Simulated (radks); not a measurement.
Se+, 33 electrons, occupied as [Ar] 3d10 4s2 4p3 (the NIST ground configuration).

Calculated with a radial shooting solver on a logarithmic mesh with Libxc functionals: scalar-relativistic Kohn-Sham, PBE, spin-polarised, spherical densities, finite nucleus; open shells are filled with parallel spins first; Fermi nuclear charge, rms radius 4.14 fm.

Energy parts (eV):
total: -66113.430
kinetic: 67464.123
electron-nucleus: -159055.616
Hartree: 27861.740
exchange-correlation: -2383.677

Orbitals (lengths in bohr, moments of r in powers of bohr; <r^-3> diverges for s and p1/2; r(90%) holds 90 % of the orbital's charge):
orbital	occ.	eigenvalue (eV)	<r^2>	r(90%)	<r^-3>
1s up	1	-12515.31	0.002616	0.0788	-
1s down	1	-12515.15	0.002616	0.0788	-
2s up	1	-1617.443	0.04527	0.303	-
2s down	1	-1617.362	0.04527	0.303	-
2p up	3	-1423.924	0.03586	0.279	1227
2p down	3	-1423.772	0.03586	0.279	1227
3s up	1	-223.8123	0.3795	0.856	-
3s down	1	-223.5938	0.3792	0.855	-
3p up	3	-163.2960	0.4082	0.903	174.0
3p down	3	-163.0467	0.4072	0.901	174.0
3d up	5	-63.4740	0.5000	1.05	19.91
3d down	5	-63.1212	0.4921	1.04	20.02
4s up	1	-27.8606	3.473	2.58	-
4s down	1	-25.0608	3.473	2.59	-
4p up	3	-16.4041	5.086	3.17	13.26
4p down	0	-13.5881	5.366	3.28	13.12

The highest occupied level is 4p up at -16.404 eV. For comparison, the ionisation energy in NIST's Atomic Spectra Database is 21.20 eV (measured). In exact Kohn-Sham theory the highest level is minus the ionisation energy, but local and semilocal functionals leave it too shallow, through self-interaction and a potential that decays too fast; potentials with the right tail come closer. The density falls to 0.001 e/bohr^3 at r = 3.87 bohr. Spin moment in Bohr magnetons: 3.
